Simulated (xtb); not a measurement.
xtb job for GeHI, SMILES [GeH][I] (connectivity only; charge and spin as stated), neutral, multiplicity 1, GFN2-xTB. 

```
$ xtb mol.xyz --gfn 2 --sp --chrg 0 --uhf 0 --json
$ cat mol.xyz
3

Ge     0.05252600     1.55981714    -0.00000000
H     -1.59781897     1.69144313     0.00000000
I     -0.00156629    -0.97369041     0.00000000
```

Output:

```
[banner left out]
          |                Calculation Setup                |
           -------------------------------------------------



           -------------------------------------------------
          |                 G F N 2 - x T B                 |
           -------------------------------------------------

        Reference                      10.1021/acs.jctc.8b01176
      * Hamiltonian:
        H0-scaling (s, p, d)           1.850000    2.230000    2.230000
        zeta-weighting                 0.500000
      * Dispersion:
        s8                             2.700000
        a1                             0.520000
        a2                             5.000000
        s9                             5.000000
      * Repulsion:
        kExp                           1.500000    1.000000
        rExp                           1.000000
      * Coulomb:
        alpha                          2.000000
        third order                    shell-resolved
        anisotropic                    true
        a3                             3.000000
        a5                             4.000000
        cn-shift                       1.200000
        cn-exp                         4.000000
        max-rad                        5.000000


          ...................................................
          :                      SETUP                      :
          :.................................................:
          :  # basis functions                  21          :
          :  # atomic orbitals                  19          :
          :  # shells                            7          :
          :  # electrons                        12          :
          :  max. iterations                   250          :
          :  Hamiltonian                  GFN2-xTB          :
          :  restarted?                      false          :
          :  GBSA solvation                  false          :
          :  PC potential                    false          :
          :  electronic temp.          300.0000000     K    :
          :  accuracy                    1.0000000          :
          :  -> integral cutoff          0.2500000E+02      :
          :  -> integral neglect         0.1000000E-07      :
          :  -> SCF convergence          0.1000000E-05 Eh   :
          :  -> wf. convergence          0.1000000E-03 e    :
          :  Broyden damping             0.4000000          :
          :  net charge                          0          :
          :  unpaired electrons                  0          :
          ...................................................

 iter      E             dE          RMSdq      gap      omega  full diag
   1     -5.6978431 -0.569784E+01  0.333E+01    0.95       0.0  T
   2     -5.7408548 -0.430117E-01  0.382E+01    3.92       1.0  T
   3     -6.2624262 -0.521571E+00  0.154E+01    3.23       1.0  T
   4     -6.2872074 -0.247812E-01  0.137E+01    3.11       1.0  T
   5     -6.2884478 -0.124038E-02  0.121E+01    2.34       1.0  T
   6     -6.3148427 -0.263949E-01  0.334E+00    3.03       1.0  T
   7     -6.3178142 -0.297151E-02  0.173E+00    2.89       1.0  T
   8     -6.3170997  0.714521E-03  0.225E+00    2.90       1.0  T
   9     -6.3181192 -0.101955E-02  0.701E-01    2.96       1.0  T
  10     -6.3181778 -0.585092E-04  0.198E-01    2.98       1.0  T
  11     -6.3181867 -0.893259E-05  0.415E-02    2.98       1.4  T
  12     -6.3181866  0.446012E-07  0.186E-02    2.97       3.1  T
  13     -6.3181867 -0.643938E-07  0.735E-03    2.98       7.9  T
  14     -6.3181867 -0.757943E-08  0.496E-04    2.98     116.4  T
  15     -6.3181867  0.815037E-10  0.875E-04    2.98      66.0  T

   *** convergence criteria satisfied after 15 iterations ***

         #    Occupation            Energy/Eh            Energy/eV
      -------------------------------------------------------------
         1        2.0000           -0.7378032             -20.0766
         2        2.0000           -0.6506954             -17.7063
         3        2.0000           -0.4447619             -12.1026
         4        2.0000           -0.4286627             -11.6645
         5        2.0000           -0.4259468             -11.5906
         6        2.0000           -0.4018122             -10.9339 (HOMO)
         7                         -0.2924780              -7.9587 (LUMO)
         8                         -0.2034534              -5.5362
         9                         -0.1647704              -4.4836
        10                         -0.0564366              -1.5357
        11                         -0.0031660              -0.0862
       ...                                ...                  ...
        19                          1.0759343              29.2777
      -------------------------------------------------------------
                  HL-Gap            0.1093342 Eh            2.9751 eV
             Fermi-level           -0.3471451 Eh           -9.4463 eV

 SCC (total)                   0 d,  0 h,  0 min,  0.005 sec
 SCC setup                      ...        0 min,  0.000 sec (  3.562%)
 Dispersion                     ...        0 min,  0.000 sec (  1.810%)
 classical contributions        ...        0 min,  0.000 sec (  0.702%)
 integral evaluation            ...        0 min,  0.001 sec ( 12.738%)
 iterations                     ...        0 min,  0.003 sec ( 62.857%)
 molecular gradient             ...        0 min,  0.001 sec ( 14.906%)
 printout                       ...        0 min,  0.000 sec (  2.353%)

         :::::::::::::::::::::::::::::::::::::::::::::::::::::
         ::                     SUMMARY                     ::
         :::::::::::::::::::::::::::::::::::::::::::::::::::::
         :: total energy              -6.311864264869 Eh    ::
         :: gradient norm              0.000082558838 Eh/a0 ::
         :: HOMO-LUMO gap              2.975134344367 eV    ::
         ::.................................................::
         :: SCC energy                -6.318186697909 Eh    ::
         :: -> isotropic ES           -0.012053591393 Eh    ::
         :: -> anisotropic ES         -0.000197067804 Eh    ::
         :: -> anisotropic XC         -0.010785764643 Eh    ::
         :: -> dispersion             -0.001971640537 Eh    ::
         :: repulsion energy           0.006322433040 Eh    ::
         :: add. restraining           0.000000000000 Eh    ::
         :: total charge              -0.000000000000 e     ::
         :::::::::::::::::::::::::::::::::::::::::::::::::::::

           -------------------------------------------------
          |                Property Printout                |
           -------------------------------------------------

    * Orbital Energies and Occupations

         #    Occupation            Energy/Eh            Energy/eV
      -------------------------------------------------------------
         1        2.0000           -0.7378032             -20.0766
         2        2.0000           -0.6506954             -17.7063
         3        2.0000           -0.4447619             -12.1026
         4        2.0000           -0.4286627             -11.6645
         5        2.0000           -0.4259468             -11.5906
         6        2.0000           -0.4018122             -10.9339 (HOMO)
         7                         -0.2924780              -7.9587 (LUMO)
         8                         -0.2034534              -5.5362
         9                         -0.1647704              -4.4836
        10                         -0.0564366              -1.5357
        11                         -0.0031660              -0.0862
        12                         -0.0013846              -0.0377
Note: The following floating-point exceptions are signalling: IEEE_DENORMAL
normal termination of xtb
        13                          0.0258996               0.7048
        14                          0.0319810               0.8702
        15                          0.0601445               1.6366
        16                          0.1688810               4.5955
        17                          0.1695826               4.6146
       ...                                ...                  ...
        19                          1.0759343              29.2777
      -------------------------------------------------------------
                  HL-Gap            0.1093342 Eh            2.9751 eV
             Fermi-level           -0.3471451 Eh           -9.4463 eV

     #   Z          covCN         q      C6AA      α(0)
     1  32 Ge       1.732     0.328   248.092    32.925
     2   1 H        0.855    -0.176     9.222     4.758
     3  53 I        0.877    -0.152   383.069    33.787

 Mol. C6AA /au·bohr⁶  :       1457.964481
 Mol. C8AA /au·bohr⁸  :     120967.689065
 Mol. α(0) /au        :         71.470542


Wiberg/Mayer (AO) data.
largest (>0.10) Wiberg bond orders for each atom

 ---------------------------------------------------------------------------
     #   Z sym  total        # sym  WBO       # sym  WBO       # sym  WBO
 ---------------------------------------------------------------------------
     1  32 Ge   2.294 --     3 I    1.336     2 H    0.958
     2   1 H    0.969 --     1 Ge   0.958
     3  53 I    1.347 --     1 Ge   1.336
 ---------------------------------------------------------------------------

Topologies differ in total number of bonds
Writing topology from bond orders to xtbtopo.mol

molecular dipole:
                 x           y           z       tot (Debye)
 q only:        0.564       0.683       0.000
   full:        0.578       2.415       0.000       6.312
molecular quadrupole (traceless):
                xx          xy          yy          xz          yz          zz
 q only:       -1.869       2.690       1.337       0.000       0.000       0.532
  q+dip:       -0.008       3.554      -1.736       0.000      -0.000       1.744
   full:       -1.742       3.081      -2.848      -0.000      -0.000       4.590


           -------------------------------------------------
          | TOTAL ENERGY               -6.311864264869 Eh   |
          | GRADIENT NORM               0.000082558838 Eh/α |
          | HOMO-LUMO GAP               2.975134344367 eV   |
           -------------------------------------------------

------------------------------------------------------------------------
------------------------------------------------------------------------
 total:
 SCF:
```

The run converged.
